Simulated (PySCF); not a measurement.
Labels have come off several samples. The candidates:

A. `FC(F)(F)/C=C/CCCl`
B. `CC1=C(F)[P@@]1(=O)c1ccco1`
C. SMILES O=C(O)c1ccoc1

Spectrum 1. ¹³C{¹H} NMR (computed): δ 167.5 (C), 155.9 (CH), 147.5 (CH), 125.1 (C), 119.0 (CH).

Spectrum 2. ¹³C{¹H} NMR (computed): δ 183.3 (C), 154.6 (CH), 147.6 (C), 146.2 (C), 135.1 (CH), 119.5 (CH), 11.6 (CH3).

Spectrum 3. ¹³C{¹H} NMR (computed): δ 148.0 (CH), 131.9 (C), 128.6 (CH), 51.5 (CH2), 40.5 (CH2).

- geometry: GFN2-xTB
- σ from GIAO-PBE0/pcSseg-1
- run in PySCF 2.14
- in vacuum, one conformer, non-relativistic, fast rotation and ring inversion assumed for equivalent nuclei

δ = σ(ref) − σ, references computed at the same level: ¹³C vs TMS. Splittings of carbon signals by F and P are missing where no couplings were computed. Acid and N–H amide carbonyl carbons lie up to 10 ppm further downfield in solution (hydrogen bonding). Shifts are as computed. Against solution values, carbons near 30 ppm lie about +3 ppm off and those near 130 ppm about +5 ppm; carbons on Cl a further +6 ppm. Of 1211 compounds with measured shifts, 218 miss one by over three times the rms of a fit or turn the order of signals round; such compounds aren't used in these exercises. Carbons bonded to Cl come out too deshielded.

Which spectrum belongs to which compound?

Answers

1–C, 2–B, 3–A.

- Spectrum 1 (C): 5 ¹³C signals; δC 167.5 is a carboxylic acid carbon; δC 155.9 is an aromatic CH next to the ring oxygen.
- Spectrum 2 (B): 7 ¹³C signals; δC 146.2 is a fully substituted alkene carbon; δC 135.1 is an aromatic CH.
- Spectrum 3 (A): 5 ¹³C signals; δC 148.0 is an alkene CH; δC 131.9 is a CF3 carbon.
